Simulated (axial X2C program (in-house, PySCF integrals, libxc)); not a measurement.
**Worked dissociation energy of AsSe⁺: BP86, 2c**

Computed with an axial X2C code built on PySCF integrals. Two-component (2c) means X2C with spin–orbit coupling and atomic mean-field two-electron Coulomb and Gaunt terms. Basis: Se dyall-cv3z [8s9p6d4f1g], As dyall-cv3z [9s9p6d4f1g] (cores contracted in-house); Gaussian nuclei, density fitting, unrestricted open shells. Masses: Se 79.917 u, As 74.922 u.

Molecular state: Ω = 0 (closed shell).

| Quantity | Value |
| --- | --- |
| E(Se+) (2M_J = 3) | -2429.041701 hartree |
| E(As) (2M_J = 3) | -2260.361632 hartree |
| E(AsSe⁺) at Re | -4689.623409 hartree |
| ωe | 442.7 cm⁻¹ |
| ωexe | 0.905 cm⁻¹ |

Task: Work out De and D0.

Result: De = -2429.041701 + (-2260.361632) − (-4689.623409) = 0.22008 hartree = 5.989 eV. The zero-point energy is ωe/2 − ωexe/4 = 221 cm⁻¹ = 0.027 eV, so D0 = 5.961 eV.

Occupations by symmetry block were frozen at the best pattern of an incomplete PBE0 search. The closed shell is kept restricted, so the energy runs too high when the bond is stretched far. De is counted from the lowest determinant-based energies of the atoms at the same level, without counterpoise correction.

Each atomic determinant is the lowest at this level and need not be a pure J level. Totals compare only within one Hamiltonian and basis.
